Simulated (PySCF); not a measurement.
## Worked example: oscillator strength and radiative lifetime

Mo(O)(S)(Cl)(SH) (ClHMoOS2), SMILES [O]=[Mo](=[S])([SH])[Cl], multiplicity 1.

Geometry: B3LYP-D3(BJ)/def2-SVP. The multiplicity is an assumed one; no other spin state was optimised. The structure was generated by enumeration; whether it is a known compound was not checked. The def2 effective core potentials stand for the cores of Mo; spin–orbit coupling is left out. The values are those of a single conformer.

TDA-PBE/def2-SVPD in PySCF puts the first singlet state with f over 0.02 at 3.26 eV (vertical), with the transition dipole (0.164, 0.581, 0.215) in atomic units.

Problem. Find the oscillator strength, the wavelength and the radiative lifetime that this transition would have in vacuum if emission retraced absorption.

Solution. 
|μ|² = 0.4107 au, so |μ| = 1.63 D. ΔE = 3.26/27.211 = 0.1198 hartree. f = (2/3) ΔE |μ|² = 0.033 (the program prints 0.033).
λ = 1239.84/3.26 = 380 nm; ν = 26294 cm⁻¹.
Einstein's coefficient A = 0.6670 ν² f s⁻¹ (ν in cm⁻¹) = 1.5e7 s⁻¹, so τ = 1/A = 66 ns. This state is S3; the lower singlets have f = 0.003, 0.000. The figure is the radiative limit of this one transition; relaxation, internal conversion, crossing to triplets and a medium change what is measured.
